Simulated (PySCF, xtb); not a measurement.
C2H10O2Si2, SMILES CO[Si@@H](O)C[SiH3]. Other conformers were not sampled.

Harmonic wavenumbers (cm⁻¹) from GFN2-xTB (xtb 6.7.1) at its own minimum, in rising order: 31, 82, 91, 97, 115, 165, 187, 229, 318, 328, 489, 521, 619, 671, 712, 723, 755, 794, 797, 803, 820, 838, 898, 1032, 1129, 1133, 1147, 1157, 1416, 1461, 1481, 1491, 2178, 2223, 2266, 2295, 2947, 2960, 2984, 2992, 3011, 3663.

### Question
What does PBE-D3(BJ)/def2-SVP run with PySCF give at its own minimum? (An estimate is asked for; the answer gives what the named calculation found.)

### Answer
43, 71, 84, 105, 141, 181, 211, 290, 359, 372, 481, 548, 646, 695, 720, 744, 790, 821, 875, 884, 905, 913, 923, 978, 1029, 1115, 1135, 1169, 1325, 1420, 1422, 1426, 2134, 2155, 2188, 2192, 2921, 2992, 2995, 3040, 3060, 3742. Paired by order, the mean absolute difference is 42 cm⁻¹ and the zero-point energies are 71.5 and 71.8 kcal/mol.
